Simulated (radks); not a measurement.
The tellurium anion Te2-, [Xe], held by a Watson sphere: a shell of charge +2 at radius R that stands for the Madelung well of a crystal (potential energy -2/R inside, -2/r outside, in hartree with lengths in bohr). All-electron calculation, scalar-relativistic Kohn-Sham, LB94 model potential, spin-polarised, spherical densities, finite nucleus; Fermi nuclear charge, rms radius of each element as measured or else 0.836 A^(1/3) + 0.57 fm. Program: a radial shooting solver on a logarithmic mesh with Libxc functionals. Response by self-consistent Sternheimer equations with the Hartree and adiabatic LDA kernel, the relativistic mass of each level held fixed and spin-orbit coupling left out. The sphere does not respond.

R (bohr)  e(4d) (eV)  e(5s) (eV)  e(5p) (eV)  <r> 5p (bohr)  sum of <r^2> (bohr^2)  X-ray form factor at sin(theta)/lambda = 0.3 1/angstrom  alpha (bohr^3)
2.41         -47.999     -20.933     -11.495          2.584                  74.77                                                   35.995           40.27
3.45         -45.999     -18.381      -9.487          2.823                  84.86                                                   36.080           64.05
3.92         -45.284     -17.477      -8.625          2.906                  88.76                                                   36.100           78.04
4.26         -44.796     -16.897      -8.047          2.958                  91.31                                                   36.107           89.23
4.57         -44.371     -16.414      -7.556          2.999                  93.44                                                   36.110           100.2
4.91         -43.931     -15.927      -7.055          3.038                  95.59                                                   36.112           112.9
5.29         -43.469     -15.431      -6.541          3.076                  97.78                                                   36.114           128.0
5.58         -43.138     -15.081      -6.179          3.101                  99.32                                                   36.114           140.2
